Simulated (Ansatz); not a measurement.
Consider the hydrogenolysis of a C–C bond: `C[SiH2]CCF` + H₂ → `C[SiH2]C` + `CF`.

Calculated with Ansatz (gas phase, PBE0-D4/def2-TZVP geometries, no zero-point term in ΔE). CCSD(T)/CBS adds triple-zeta CCSD(T) − MP2 to the extrapolated MP2 energy (def2 sets, frozen cores). This one scheme is used for every species. DFT in def2-TZVPP. HSE06 is defined as in plane-wave codes. One conformer a species, not always the lowest.

`C[SiH2]CCF`:

Z-matrix (Å, degrees):
```
C
Si 1 1.867
H 1 1.091 2 110.4
H 1 1.092 2 110.8 3 -120.5
H 1 1.093 2 110.7 3 119.7
C 2 1.888 1 113.2 3 -60.9
H 2 1.491 1 109.8 3 179.0
H 2 1.492 1 110.4 3 60.4
C 6 1.509 2 114.8 1 73.0
H 6 1.095 2 109.4 1 -51.2
H 6 1.096 2 107.7 1 -166.5
F 9 1.391 6 110.4 2 -56.0
H 9 1.095 6 111.3 2 62.9
H 9 1.094 6 112.1 2 -175.0
```

H₂:

Z-matrix (Å, degrees):
```
H
H 1 0.746
```

`C[SiH2]C`:

Cartesian coordinates in Å:
```
C 0.062 0.801 1.362
Si 0.119 0.524 -0.488
C -0.170 -1.274 -0.921
H 0.231 1.852 1.606
H 0.830 0.210 1.868
H -0.910 0.512 1.770
H 1.445 0.956 -1.016
H -0.919 1.367 -1.149
H 0.593 -1.911 -0.465
H -0.135 -1.428 -2.002
H -1.147 -1.609 -0.564
```

`CF`:

Z-matrix (Å, degrees):
```
C
F 1 1.376
H 1 1.092 2 109.1
H 1 1.092 2 109.1 3 -120.0
H 1 1.092 2 109.1 3 120.0
```

Is it downhill or uphill in electronic energy at CCSD(T)/CBS, and by how much? (Best estimate.)

The calculation gave: Downhill: ΔE = -53.0 kJ/mol.

What do these levels give: revPBE-D4, r2SCAN-D4, B97M-V, PBE0-D4, r2SCAN0-D4, HSE06-D4, BHLYP-D4, PBE-QIDH, BLYP, RPA@PBE/def2-TZVPP, SCS-MP2/def2-QZVPP, CCSD/CBS(def2)? (Estimate.)

Ansatz gave: revPBE-D4 -46.0, r2SCAN-D4 -51.7, B97M-V -58.0, PBE0-D4 -53.9, r2SCAN0-D4 -54.7, HSE06-D4 -54.2, BHLYP-D4 -59.0, PBE-QIDH -56.4, BLYP -64.8, RPA@PBE/def2-TZVPP -52.3, SCS-MP2/def2-QZVPP -55.6, CCSD/CBS(def2) -57.5 kJ/mol.

Largest T1 diagnostic among the species: 0.010.

Leaving LDA and LC-ωPBE aside and taking each functional with its dispersion term where it has one, the values, not all of them listed here, spread over 14.1 kJ/mol, from B2PLYP to revPBE-D4. LDA lies +13.1 kJ/mol from PBE without D4. In def2-TZVPP, CCSD(T) changes the Hartree–Fock value by +22.4 kJ/mol (the triples alone add +4.5 kJ/mol) and MP2 by +24.8 kJ/mol. At CCSD(T), def2-SVP lies +4.2 kJ/mol from the extrapolated value and def2-TZVPP −0.6 kJ/mol.
